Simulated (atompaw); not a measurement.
**Before and after: PAW (atompaw) potential for Bi**

Bi (Z = 83), PAW, made with atompaw 4.2.0.5 (PBEsol, scalar-relativistic). Core [Xe] 4f14 5d10, reference 6s2 6p1 (charge +2). Waves: 6s (bound): rc 2.00 bohr; 6s channel at 2.5 Ry: rc 1.90 bohr; 6p (bound): rc 2.00 bohr; 6p channel at -0.9 Ry: rc 2.00 bohr; 6d channel at 0.1 Ry: rc 1.75 bohr. Local part: troulliermartins scheme with l = 3 at 1 Ry, radius 1.45 bohr. Core correction: smooth core density matched at 1.35 bohr. Augmentation charge: sinc compensation charge, radius 1.85 bohr; PAW radius 2.00 bohr; waves and projectors: custom polynom vanderbiltortho.

All-electron outer shells of the reference configuration (PBEsol, scalar-relativistic, ld1.x):

```
shell  level (eV)  outermost node (bohr)  outermost maximum (bohr)
   6s      -30.81                   0.98                      1.83
   6p      -19.23                   1.14                      2.27
```

Change: all radii scaled by about 1.06 (s 2.12, p 2.12, d 1.86 bohr); local potential troulliermartins scheme with l = 3 at 1 Ry, radius 1.54 bohr; augmentation sinc compensation charge, radius 1.96 bohr; PAW radius 2.12 bohr; waves and projectors: custom polynom vanderbiltortho; core correction smooth core density matched at 1.44 bohr.

Cutoffs: the cutoffs (Ry, on a coarse ladder) from which the occupation-weighted sum of valence levels, in a spherical-Bessel basis at the reference potential, stays within 10 and 1 mRy of its value at 400 Ry; they do not see the model core or the augmentation charge, which bear on the density cutoff.

Task: What does the change do?

Result: The potential gets softer (15 Ry and 30 Ry → 15 Ry and 21 Ry); both files keep a bound ghost (d, p, s). A larger radius leaves more room for a smooth pseudo-wave, so fewer plane waves are needed.

```tsv
quantity	base	changed
cutoff, loose	15 Ry	15 Ry
cutoff, tight	30 Ry	21 Ry
loose cutoff by channel (10 mRy a level)	s 12 Ry, p 15 Ry	s 8 Ry, p 15 Ry
bound ghosts	s, p, d	s, p, d
lowest overlap eigenvalue by channel	s 0.13, p 0.50, d 1.00	s 0.06, p 0.41, d 1.00
```

 A true bound ghost makes a file unfit for plane-wave use even where its test errors are small: the radial tests pick states by their node count and pass the ghost by. The cutoffs see the waves, projectors and local potential, not the compensation charge or the core.
